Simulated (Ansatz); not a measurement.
`C=C(F)[SiH](O)F` → `C=C(F)F` + `O[SiH]` at 600 K and 1 bar (silylene formation by 1,1-elimination).

Calculated with Ansatz (gas phase, PBE0-D4/def2-TZVP geometries, no zero-point term in ΔE). CCSD(T)/CBS is the MP2 limit (def2-TZVPP, def2-QZVPP) plus CCSD(T) − MP2 in def2-TZVPP, frozen cores. This one scheme is used for every species. One conformer a species, not always the lowest.

```csv
species,CCSD(T)/CBS energy (Eh),H − E (kJ/mol),S (J/(mol·K))
`C=C(F)[SiH](O)F`,-642.44394,224.7,451.1
`C=C(F)F`,-276.85281,131.7,315.7
`O[SiH]`,-365.43832,81.5,278.0
```

H − E and S are ideal-gas, rigid-rotor, harmonic terms from PBE0-D4/def2-TZVP, for one conformer and one mirror image of each species. 1 Eh = 2625.50 kJ/mol, R = 8.31446 J/(mol·K).

Task: By hand: ΔE, ΔH, ΔS and ΔG.

Result: ΔE = (-276.85281) + (-365.43832) − (-642.44394) = 0.15281 Eh = 401.2 kJ/mol. Δ(H − E) = 131.7 + 81.5 − 224.7 = -11.5, so ΔH = 389.7 kJ/mol. ΔS = 315.7 + 278.0 − 451.1 = 142.6 J/(mol·K). ΔG = 389.7 − 600 × (142.6)/1000 = 304.1 kJ/mol.

Task: By hand: the equilibrium constant, and the temperature at which ΔG would vanish if ΔH and ΔS stayed fixed.

Result: log₁₀ K = −ΔG/(RT ln 10) = -26.5. ΔG = 0 at ΔH/ΔS = 2733 K, far beyond where these terms or the molecules hold.

The number of gas molecules changes by +1, which sets the sign of ΔS. A doubt of 5 kJ/mol in ΔE shifts log₁₀ K by 0.4 here. Other conformers and mirror images would add mixing entropy, several J/(mol·K) or more a flexible species. Modes under 60 cm⁻¹, often nearly free rotors, make the harmonic entropy too high. These are equilibria of isolated gas molecules and say nothing of rates. Largest T1 diagnostic: 0.016 (customary marks: 0.02 for closed shells, 0.045 for open ones).
